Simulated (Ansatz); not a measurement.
Consider the stannylene formation by 1,1-elimination: `[Br][SnH]([Br])[Br]` → `[Br][Sn][Br]` + HBr.

Gas-phase electronic energies from Ansatz, PBE0-D4/def2-TZVP geometries. CBS: MP2 limit from def2 TZ/QZ plus the TZ coupled-cluster correction, frozen cores. DFT in def2-TZVPP. HSE06 is defined as in plane-wave codes. Elements past krypton have def2 core potentials. For Br, Sn outer-core shells are correlated without core-valence functions, which leaves a few kJ/mol of doubt a bond. Scalar relativity is left out up to krypton.

Problem. Is it downhill or uphill in electronic energy at CCSD(T)/CBS, and by how much? (Estimate.)

Solution. Computed: Uphill: ΔE = +0.67 eV.

Problem. What do these levels give: HSE06-D4, BLYP, RPA@PBE/def2-TZVPP, CCSD/def2-TZVPP, HF/CBS(def2), CCSD/CBS(def2)? (Best estimate.)

Solution. The calculation gave: HSE06-D4 0.60, BLYP 0.00, RPA@PBE/def2-TZVPP 0.48, CCSD/def2-TZVPP 0.58, HF/CBS(def2) 0.62, CCSD/CBS(def2) 0.65 eV.

Largest T1 diagnostic among the species: 0.011.

Leaving LDA and LC-ωPBE aside and taking each functional with its dispersion term where it has one, the values, not all of them listed here, spread over 0.55 eV, from BLYP-D4 to PBE-QIDH. LDA lies +0.31 eV from PBE without D4. At CCSD(T), def2-SVP lies −0.10 eV from the extrapolated value and def2-TZVPP −0.07 eV. From BLYP to BHLYP (50 % exact exchange), in def2-TZVPP and without D4, ΔE moves by +0.46 eV.
